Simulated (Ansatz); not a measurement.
Molecule: sum formula AlClF$_{2}$, charge 0, multiplicity 1. SMILES: [F][Al]([F])[Cl]
Geometry: optimised at B3LYP-D3(BJ)/def2-TZVP (Ansatz, a first-principles code).

Property: atomisation energy (electronic, to ground-state atoms), in kJ/mol. Cores are frozen in the correlated levels unless marked. UHF or UKS for open shells. No spin-orbit coupling. Non-relativistic unless marked X2C. The coupled-cluster limit lacks core correlation, which all-electron functionals hold. Basis-set limits of correlation are two-point, X^-3; Hartree-Fock from the larger set (for Q and 5 zeta extrapolated as (X+1)exp(-9√X)).

```csv
level,program,atomisation energy (kJ/mol)
revPBE-D3(BJ)/def2-TZVPD,Ansatz + dftd3,1561.1
revPBE/def2-TZVPD,Ansatz,1547.8
r2SCAN/def2-TZVPD,Ansatz,1621.4
PBE0/def2-TZVP,Ansatz,1572.6
BHLYP-D4/def2-TZVPD,Ansatz + dftd4,1524.7
BHLYP/def2-TZVPD,Ansatz,1514.0
HSE06-D3(BJ)/def2-TZVPD,Ansatz + dftd3,1577.5
wB97M-V/def2-TZVPD,Ansatz,(withheld)
X2C-CCSD(T)/cc-pVTZ-DK,Ansatz,1547.0
"CCSD(T)/CBS(cc-pV(Q+d)Z,cc-pV(5+d)Z)",Ansatz,(withheld)
```

Problem. Fill in the missing entries.

Solution. 
- wB97M-V/def2-TZVPD, atomisation energy (kJ/mol): 1608.7
- CCSD(T)/CBS(cc-pV(Q+d)Z,cc-pV(5+d)Z), atomisation energy (kJ/mol): 1641.0
